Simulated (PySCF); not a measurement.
phosphoric acid (H3O4P), SMILES O=P(O)(O)O.

The structure is a stationary point at B3LYP-D3(BJ)/def2-SVP. Other conformers were not sampled.

All values below come from SMD-PBE0/def2-SVP in PySCF.

Solvation free energies are E(SMD) − E(gas) at the gas-phase geometry, for 1 M in both phases. In vacuum the dipole moment is 0.04 D.

| solvent | ΔG(solv) (kcal/mol) | its non-electrostatic (CDS) part | dipole (D) |
|---|---|---|---|
| water | -15.5 | 5.9 | 0.12 |
| 2-propanol | ? | ? | ? |
| acetone | -11.4 | -2.3 | 0.02 |

### Question
Fill in the missing entries. (The exact figures need the calculation; the answer reports its results.)

### Answer

- 2-propanol, ΔG(solv) (kcal/mol): -16.1
- 2-propanol, its non-electrostatic (CDS) part: 1.8
- 2-propanol, dipole (D): 0.07
